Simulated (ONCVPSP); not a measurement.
# Pseudopotential generation for tungsten (W): ONCV, PBEsol, fully relativistic.

Input for ONCVPSP 4.0.1:

```
# ATOM AND REFERENCE CONFIGURATION
# atsym  z   nc   nv     iexc    psfile
  W 74.00    9    6  -116133      upf
#
#   n    l    f
    1    0    2.00
    2    0    2.00
    2    1    6.00
    3    0    2.00
    3    1    6.00
    3    2   10.00
    4    0    2.00
    4    1    6.00
    4    2   10.00
    4    3   14.00
    5    0    2.00
    5    1    6.00
    5    2    4.00
    6    0    1.50
    6    1    0.50
#
# PSEUDOPOTENTIAL AND OPTIMIZATION
# lmax
    3
#
#   l,   rc,      ep,       ncon, nbas, qcut
    0    1.45    0.00    4    7    7.90
    1    2.45    0.00    4    9    4.70
    2    1.55    0.00    4    7    6.10
    3    1.15    0.00    5   10   13.10
#
# LOCAL POTENTIAL
# lloc, lpopt,  rc(5),   dvloc0
    4    5    0.90    3.00
#
# VANDERBILT-KLEINMAN-BYLANDER PROJECTORs
# l, nproj, debl
    0    2    2.70
    1    2    3.40
    2    2    1.20
    3    2    2.50
#
# MODEL CORE CHARGE
# icmod, fcfact, rcfact
    3    1.50    1.70
#
# LOG DERIVATIVE ANALYSIS
# epsh1, epsh2, depsh
   -4.00    5.00    0.02
#
# OUTPUT GRID
# rlmax, drl
    6.00    0.01
#
# TEST CONFIGURATIONS
# ncnf
    4
# nvcnf
#   n    l    f
    6
    4    3   14.00
    5    0    2.00
    5    1    6.00
    5    2    4.00
    6    0    2.00
    6    1    0.00
#
    6
    4    3   14.00
    5    0    2.00
    5    1    6.00
    5    2    4.00
    6    0    1.00
    6    1    0.00
#
    6
    4    3   14.00
    5    0    2.00
    5    1    6.00
    5    2    4.00
    6    0    0.00
    6    1    0.00
#
    6
    4    3   14.00
    5    0    2.00
    5    1    6.00
    5    2    3.00
    6    0    2.00
    6    1    1.00
#
```

Command:

```bash
oncvpspr.x < W.dat > W.out
```

Output (shortened: citation, most of the input echo, consistency checks and plot data are left out):

```
[... start of the log left out ...]

B matrix Hermiticity error, ll=  0  kap= -1
   1   2    3.7791D-04

  Orthonormal projector coefficients  1.9498E+01  2.1319E+00

B matrix Hermiticity error, ll=  1  kap= -2
   1   2    9.9452D-05

  Orthonormal projector coefficients -3.7337E+01  5.5421E+00

B matrix Hermiticity error, ll=  1  kap=  1
   1   2    1.4961D-04

  Orthonormal projector coefficients  9.8724E+00 -1.3035E+00

B matrix Hermiticity error, ll=  2  kap= -3
   1   2    1.2702D-04

  Orthonormal projector coefficients  7.9648E+00  7.6530E-01

B matrix Hermiticity error, ll=  2  kap=  2
   1   2    1.3508D-04

  Orthonormal projector coefficients  8.0733E+00  7.3786E-01

B matrix Hermiticity error, ll=  3  kap= -4
   1   2    6.3063D-04

  Orthonormal projector coefficients -2.2011E+01 -9.7648E+00

B matrix Hermiticity error, ll=  3  kap=  3
   1   2    6.4749D-04

  Orthonormal projector coefficients -2.2185E+01 -9.8990E+00
oncvpsp_r: lschvkbb convergence ERROR, n= 1  l= 0
```

The run stopped because the bound-state solver with the separable projectors failed.

The run took about 5.6 s on one core of a shared server CPU.
